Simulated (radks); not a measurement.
Question: Coherent X-ray form factor from a spherical all-electron density. All-electron calculation, Dirac Kohn-Sham, PBEsol, spin-unpolarised, spherical densities, finite nucleus; Fermi nuclear charge, rms radius of each element as measured or else 0.836 A^(1/3) + 0.57 fm. Program: a radial shooting solver on a logarithmic mesh with Libxc functionals.

sin(theta)/lambda (1/angstrom),f0 (electrons)
0.05,53.371
0.1,51.604
0.15,49.013
0.2,45.991
0.25,42.894
0.3,39.966
0.4,34.980
0.5,31.039
0.6,27.762
0.8,22.536
1,18.924
1.25,15.995
1.5,13.768
2,9.880

The species is in the configuration that NIST lists as its ground one. Which atom or ion scatters so?

Answer: The cerium ion Ce4+, [Xe]. Extrapolating in s^2 from the first two rows gives f0(0) = 54.0, near the electron count 54; among species with that count, the fall with angle is slower the higher Z, and the table is that of Z = 58; from so few rows the species is fixed only to a neighbour or two.
